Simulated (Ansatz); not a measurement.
System: BOF, charge 0, triplet. This triplet is an excited state, 4.4 eV above the singlet at CCSD(T)/cc-pV5Z (Ansatz, a quantum-chemistry and plane-wave program). BOF (parent SMILES O=BF, triplet).
B3LYP-D3(BJ)/def2-TZVP minimum from Ansatz:
```
B
F 1 1.3157
O 1 1.3726 2 114.74
```
Charge 0, spin multiplicity 3.

Total energies in aug-cc-pVDZ, 16 correlated electrons, 3 frozen orbitals. Open shells are spin-unrestricted; no spin-orbit coupling. Cores are frozen in correlated methods. No relativity. The spin of BFO (parent SMILES O=BF, triplet) was assumed, and the state is the lowest solution found for it.

```csv
method,program,energy (Eh),minus CCSDT(Q) (mEh)
HF,Ansatz,-198.99411,436.94
MP2,Ansatz,-199.39963,31.43
CCSD,Ansatz,-199.41786,13.19
CCSD(T),Ansatz,-199.42917,1.88
CCSDT(Q),Ansatz,-199.43105,0.00
```

Rough core times of Ansatz's runs on a shared machine: CCSD(T) under 20 s, CCSDT(Q) 8 min.
